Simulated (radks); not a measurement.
Question: Species: Gd24+. Configuration: [Kr] 4d4 (the NIST ground configuration). Method: Dirac Kohn-Sham, PBE, spin-unpolarised, spherical densities, point nucleus; open shells are shared between the two j in proportion to 2j + 1; computed with a radial shooting solver on a logarithmic mesh with Libxc functionals.

Spin-orbit splittings of the eigenvalues, e(l+1/2) - e(l-1/2), with zeta = 2 splitting/(2l+1) and mean radii in bohr:

shell  occ.  splitting (eV)  zeta (eV)  <r> j=l-1/2  <r> j=l+1/2
2p        6           696.1      464.1      0.07744      0.08427
3p        6           144.8      96.52       0.2321       0.2448
3d       10               ?          ?       0.2167       0.2206
4p        6           39.34      26.23       0.5192       0.5402
4d        4           8.109      3.244       0.5419       0.5480

Estimate the 3d splitting.

Answer: 31.69 eV (zeta = 12.67 eV).
